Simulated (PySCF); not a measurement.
LiSn and its ions

PBE0; basis Li def2-SVP, Sn def2-SVP with ECP28; scalar-relativistic core potentials; PySCF 2.14. Neutral (UKS): quartet (σ ↑, π ↑↑), Re = 2.577 Å, ωe = 369 cm⁻¹, De = 1.48 eV, HOMO -4.31 eV, LUMO -1.98 eV.

LiSn⁺ (UKS): triplet (σ ↑, π ↑), Re = 3.012 Å, ωe = 209 cm⁻¹, De = 0.82 eV to Li⁺ + Sn. The energies at the minima are -221.76824 hartree for LiSn and -221.54254 for LiSn⁺.

Work out the adiabatic ionisation energy, without and with harmonic zero-point energies (1 hartree = 27.2114 eV, 1 eV = 8065.5 cm⁻¹), and the change of the bond length.

At PBE0: 0.22570 hartree = 6.142 eV between the minima; the zero-point term (209.0 − 369.0)/2 cm⁻¹ = -0.010 eV makes it 6.132 eV. Re changes by +43.5 pm against the neutral. The electron leaves a π orbital, and the ion is left as a loose complex of an ion and an atom.

Spin–orbit coupling is left out, which matters for elements this heavy, above all for dissociation energies. For an ion De counts to the pair picked by the measured ionisation energies or electron affinities, which need not be the lowest pair at this level. States were picked by a PBE0 search and need not be the measured ground states.
